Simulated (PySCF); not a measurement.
A small calculation by hand: dipole moment from atomic charges

(E)-1,2-dibromo-1-chloroethene (C2HBr2Cl), SMILES C(/Br)(=C\Br)Cl. Atoms are numbered in the order given.

```xyz
6

Cl    -1.8388    -0.2338     0.0000
C     -0.1454    -0.4610     0.0000
Br     0.4428    -2.2470     0.0000
C      0.7495     0.5338     0.0000
Br     0.2947     2.3388     0.0000
H      1.8193     0.3228     0.0000
```

Coordinates come from a PBE0-D3(BJ)/def2-SVP optimisation.

Charges (e) from CAM-B3LYP/def2-TZVP (PySCF):

```
atom  Mulliken     IAO
----  --------  ------
Cl1     -0.015   0.039
C2      -0.013  -0.107
Br3      0.000   0.062
C4      -0.157  -0.246
Br5      0.009   0.065
H6       0.176   0.187
```

The dipole moment of the full density is 0.80 D.

Q: What dipole moment does each set of point charges give, and which comes closer to that of the density?

A: 
μ = Σ q r, and 1 e Å = 4.8032 D.
Mulliken: Σ q r = (0.235, 0.004, 0.000) e Å, |μ| = 1.13 D.
IAO: Σ q r = (0.146, -0.018, 0.000) e Å, |μ| = 0.71 D.
IAO comes closer in size. Point charges leave out the atoms' own dipoles (lone pairs, polarised bonds); fits to the potential absorb them, partitions of the density don't.
